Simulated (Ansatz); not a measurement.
Compare A (`O/C=C(\Cl)[SiH2]O`) with its isomer B (`O=COC[SiH2]Cl`).

Computed with Ansatz on PBE0-D4/def2-TZVP structures; ΔE is electronic, products minus reactants. CBS: MP2 limit from def2 TZ/QZ plus the TZ coupled-cluster correction, frozen cores. DFT in def2-TZVPP. B3LYP here is the variant with VWN-RPA as its local correlation; programs differ in this. Each species was taken in one conformer, which may not be the lowest.

(1) Which is lower in electronic energy at CCSD(T)/CBS, and by how much? (Best estimate.)

(2) Give E(B) − E(A) in kcal/mol with MP2/def2-TZVPP, CCSD/def2-TZVPP, B3LYP-D4, r2SCAN-D4, PBE0-D4, ωB97M-V, B3LYP. (Best estimate.)

Largest T1 diagnostic: 0.014.

Results:

(1) Computed: B, by 4.2 kcal/mol.

(2) Computed: MP2/def2-TZVPP -4.8, CCSD/def2-TZVPP -6.6, B3LYP-D4 -7.0, r2SCAN-D4 -7.1, PBE0-D4 -6.9, ωB97M-V -7.0, B3LYP -7.4. None reverses the order clearly.

In def2-TZVPP, CCSD(T) changes the Hartree–Fock value by +4.3 kcal/mol (the triples alone add +0.4 kcal/mol) and MP2 by +5.8 kcal/mol.
